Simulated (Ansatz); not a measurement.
Cost and result for the atomization energy of `[OH][Zn-]1[O]C(C(F)(F)F)=CC(C(F)(F)F)=[O+]1` (17 atoms, 17 bonds).

Z-matrix (Å, degrees):
```
C
F 1 1.330
C 1 1.538 2 109.8
F 1 1.330 2 108.4 3 120.0
F 1 1.332 2 108.1 3 -123.0
C 3 1.387 1 118.9 2 -120.7
O 3 1.258 1 113.0 2 59.3
C 6 1.395 3 122.2 1 -179.9
H 6 1.079 3 119.1 1 0.1
Zn 7 1.936 3 124.7 1 180.0
C 8 1.543 6 116.2 3 179.8
O 8 1.251 6 128.1 3 -0.1
O 10 1.785 7 133.4 3 179.9
F 11 1.336 8 110.0 6 -60.8
F 11 1.320 8 111.7 6 178.6
F 11 1.336 8 110.1 6 57.9
H 13 0.959 10 113.8 7 -180.0
```

Charge 0, multiplicity 1. For Zn the d shell is correlated and the shells below it are frozen. Scalar relativity is left out up to krypton. The structure was optimised at the PBE0-D4/def2-TZVP level. It is one conformer, not always the lowest. Program: Ansatz. All runs use 11 threads of an AMD EPYC 7R13 on a shared host and a whole NVIDIA H100 80 GB. Times are those of one run each, without the atoms' runs, and a repeat can differ threefold. Electronic energies, without spin–orbit coupling; frozen cores. CCSD(T)/CBS adds CCSD(T) − MP2 in def2-TZVPP to the MP2 limit, and its time is that of the two runs behind it. T1 = 0.016. With those shells the extrapolation isn't a true limit.

CCSD(T)/CBS is a level of theory with its own doubt, some kJ/mol a heavy atom from the limit and from the frozen cores, so smaller differences don't rank the functionals.

```tsv
level	functions	wall time
r2SCANh-D4/def2-TZVPP	526	2.9 s
BLYP-D4/def2-TZVPP	526	3.3 s
ωB97X-V/def2-TZVPP	526	3.3 s
revPBE-D4/def2-TZVPP	526	3.6 s
B2PLYP/def2-TZVPP	526	3.8 s
PBE-D4/def2-TZVPP (with forces)	526	4.3 s
ωB97M-V/def2-TZVPP (with forces)	526	4.5 s
r2SCAN-D4/def2-TZVPP (with forces)	526	4.9 s
B97M-V/def2-TZVPP	526	5 s
CCSD(T)/def2-SVP	237	6 s
MP2/def2-QZVPP	958	7.5 s
CCSD(T)/def2-TZVPP	526	93 s
CCSD(T)/CBS(def2)	–	100 s
```

Q: What atomization energy does each give, and how far from CCSD(T)/CBS? (Estimate.)

A: Ansatz gave: 
```
                             level  atomization (kcal/mol)  difference from CCSD(T)/CBS  per bond
             r2SCANh-D4/def2-TZVPP                  1757.5                         -0.7       0.0
                BLYP-D4/def2-TZVPP                  1770.6                         12.4       0.7
                ωB97X-V/def2-TZVPP                  1768.9                         10.7       0.6
              revPBE-D4/def2-TZVPP                  1778.2                         20.0       1.2
                 B2PLYP/def2-TZVPP                  1736.2                        -22.0      -1.3
   PBE-D4/def2-TZVPP (with forces)                  1856.1                         97.9       5.8
  ωB97M-V/def2-TZVPP (with forces)                  1767.1                          8.9       0.5
r2SCAN-D4/def2-TZVPP (with forces)                  1784.9                         26.7       1.6
                 B97M-V/def2-TZVPP                  1760.6                          2.4       0.1
                  CCSD(T)/def2-SVP                  1674.4                        -83.8      -4.9
                    MP2/def2-QZVPP                  1832.3                         74.1       4.4
                CCSD(T)/def2-TZVPP                  1703.4                        -54.8      -3.2
                 CCSD(T)/CBS(def2)                  1758.2                          0.0       0.0
```

In def2-TZVPP, CCSD(T) changes the Hartree–Fock value by +542.2 kcal/mol (the triples alone add +47.1 kcal/mol) and MP2 by +638.0 kcal/mol; breaking electron pairs costs correlation energy, which Hartree–Fock lacks. From BLYP to BHLYP (50 % exact exchange), in def2-TZVPP and without D4, the atomization energy moves by −117.0 kcal/mol: exact exchange takes away binding that semilocal exchange gives to molecules. The D4 term adds +19.0 kcal/mol with B3LYP and +10.2 kcal/mol with PBE0; it sums over pairs of atoms, weighted by their polarisabilities, and B3LYP, whose exchange is more repulsive, gets the larger term.

B3LYP here is the variant with VWN-RPA as its local correlation; programs differ in this.
